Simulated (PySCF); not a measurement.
Predicted microwave data (PySCF, PBE0-D3(BJ)/def2-SVP geometry optimisation, gas phase) for one isomer of C8H11FO:

```
Rotational constants : A = 2185, B = 1221, C = 987.2 MHz
Dipole components    : |μa| = 0.23 D, |μb| = 0.34 D, |μc| = 0.26 D
Inertial defect      : -133.20 u·Å²
κ                    : -0.61
```

**Question.** Which candidate fits, each taken in the one conformer that was computed?
A. `C[C@@]12CC[C@@](F)(C1)C(=O)C2`
B. `[CH3:1][O:2][C:3]1=[C:4]([F:5])[C@@H:6]2[CH2:7][CH2:8][C@H:9]1[CH2:10]2` with C1–O2–C3–C4 -1°

**Answer.** B. It is COC1=C(F)[C@@H]2CC[C@H]1C2, an asymmetric top, point group C1. The candidates at the same level (rigid rotor, commonest isotopes):

```csv
SMILES,A (MHz),B (MHz),C (MHz),μa (D),μb (D),μc (D),Δ (u·Å²),point group,rotor
C[C@@]12CC[C@@](F)(C1)C(=O)C2,2170,1251,1057,4.04,1.03,0.23,-158.81,C1,asymmetric top
COC1=C(F)[C@@H]2CC[C@H]1C2,2185,1221,987.2,0.23,0.34,0.26,-133.20,C1,asymmetric top
```

`C[C@@]12CC[C@@](F)(C1)C(=O)C2` has C 7 % too high. No structure here is proved a minimum.
